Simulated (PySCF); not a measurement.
Shapes and spin states of [PdCl3]+

Computed with PySCF, PBE0, basis Pd def2-SVP with ECP28, Cl def2-SVP (scalar-relativistic core potentials, no spin–orbit coupling, density fitting).

Relaxations began from a few typed shapes and spin states; open shells are unrestricted. The search is not exhaustive: other isomers or separated fragments can lie lower, and high-lying points may rest on an excited occupation.

```
                                                 spin  group                                        bonds                                            angles  imaginary modes (cm⁻¹)  ΔE (kJ/mol)  ΔE with ZPE (kJ/mol)
                                              triplet     Cs  Pd–Cl 2.197 Å, Pd–Cl 2.266 Å, Pd–Cl 2.284 Å  Cl–Pd–Cl 68.9°, Cl–Pd–Cl 102.0°, Cl–Pd–Cl 170.9°                    none          0.0                   0.0
                                              triplet    C2v                           Pd–Cl 2.181 Å (×3)             Cl–Pd–Cl 101.4° (×2), Cl–Pd–Cl 157.3°                    none         13.1                  13.5
                                              triplet    C2v            Pd–Cl 2.204 Å (×2), Pd–Cl 2.246 Å              Cl–Pd–Cl 82.1° (×2), Cl–Pd–Cl 164.3°                    205i         13.6                     –
                                              singlet    C3v                           Pd–Cl 2.172 Å (×3)                              Cl–Pd–Cl 100.9° (×3)                    none         22.7                  22.7
                                              singlet    D3h                           Pd–Cl 2.142 Å (×3)                              Cl–Pd–Cl 120.0° (×3)                     62i         33.5                     –
                                              quintet    D3h                           Pd–Cl 2.227 Å (×3)                              Cl–Pd–Cl 120.0° (×3)                    none         42.9                  41.5
singlet (closed shell, unstable to spin polarisation)    C2v            Pd–Cl 2.173 Å (×2), Pd–Cl 2.243 Å              Cl–Pd–Cl 91.8° (×2), Cl–Pd–Cl 176.5°                    none         93.8                  94.4
```

The lowest minimum found is the triplet Cs: Pd–Cl 2.197 Å, Pd–Cl 2.266 Å, Pd–Cl 2.284 Å; Cl–Pd–Cl 68.9°, Cl–Pd–Cl 102.0°, Cl–Pd–Cl 170.9°.

Formally Pd is in oxidation state +4, d6, with 2 unpaired electrons (the high-spin count would be 4). The Mulliken spin on Pd is 0.35, so most of the spin sits on the ligands and the formal count fails. The polar-tensor charge on Pd, 0.74, is far below the formal one.

For the lowest minimum: open d and f shells are described by one determinant, and the ground state may have another occupation or spin.
